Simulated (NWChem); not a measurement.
# C₂H₄BF₂N; SMILES C/C=N/B(F)F

```xyz
10

C     -0.5828     2.3335     0.0000
C      0.6801     1.5118     0.0000
N      0.7637     0.2565     0.0000
B      0.0131    -0.9271     0.0000
F     -0.3033    -1.5441     1.1404
F     -0.3033    -1.5441    -1.1404
H     -1.4740     1.7000     0.0000
H     -0.6031     2.9888    -0.8806
H     -0.6031     2.9888     0.8806
H      1.6111     2.0977     0.0000
```
Atoms are numbered in this order, from 1.

Structure relaxed at the B3LYP/6-31G* (spherical d) level. B3LYP is NWChem's, with the RPA form of VWN correlation.

Give the principal values of the shielding tensors (ppm) of C1, C2, N3, B4, F5 from B3LYP/6-31G* (spherical d), GIAO (NWChem), with their diamagnetic and paramagnetic parts as GIAO splits them.


```tsv
atom	σ11	σ22	σ33	isotropic	diamagnetic	paramagnetic
C1	141.5	147.2	191.4	160.0	251.7	-91.6
C2	-43.8	12.0	140.8	36.3	255.7	-219.4
N3	-317.3	-83.6	185.9	-71.7	321.9	-393.6
B4	87.7	91.0	102.5	93.7	203.1	-109.4
F5	220.0	316.8	383.6	306.8	470.6	-163.8
```
